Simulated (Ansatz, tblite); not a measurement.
Cost and result up the ladder for SnEtH3 (C2H8Sn) (11 atoms). Total charge 0; singlet. Geometry: PBE0-D4/def2-SVP.

Cartesian coordinates in Å:
```
Sn -0.9094 -0.8548 -1.0369
C 0.0354 0.8012 -0.0152
C 0.9520 0.3744 1.1228
H -0.7720 1.4571 0.3479
H 0.5862 1.3758 -0.7771
H 1.4156 1.2445 1.6170
H 0.4081 -0.1868 1.8994
H 1.7720 -0.2716 0.7704
H -1.7863 -1.8070 0.0922
H 0.2862 -1.8438 -1.7736
H -1.9877 -0.2889 -2.2468
```

Ansatz on 4 threads of Arm Neoverse V2 on a shared host; xTB runs through tblite on one thread. Times are rough, summed over both states, and most runs start from the orbitals of an earlier one. PBE0-D4/def2-TZVP serves as the yardstick here, not as an exact answer. The other state is a triplet.

In the def2 sets Sn takes a core potential; there is no spin–orbit coupling. The xTB rows come from tblite.

xTB has no spin-polarisation term.

| level | functions | vertical triplet (eV) | difference from PBE0-D4/def2-TZVP (eV) |
| --- | --- | --- | --- |
| PBE0-D4/def2-TZVP | 160 | 6.16 | 0.00 |
| GFN1-xTB | 33 | 6.66 | 0.50 |
| r2SCAN-D4/def2-TZVP | 160 | 6.03 | -0.13 |
| PBE-D4/def2-TZVP (with forces) | 160 | 5.93 | -0.23 |
| GFN2-xTB | 25 | 6.43 | 0.27 |

(1) Estimate how long each takes.

## Answers

(1) GFN2-xTB 0.005 s; GFN1-xTB 0.007 s; PBE-D4/def2-TZVP (with forces) 3.7 s; PBE0-D4/def2-TZVP 4.6 s; r2SCAN-D4/def2-TZVP 6.7 s. On shared hardware such times vary by a factor of up to 3.
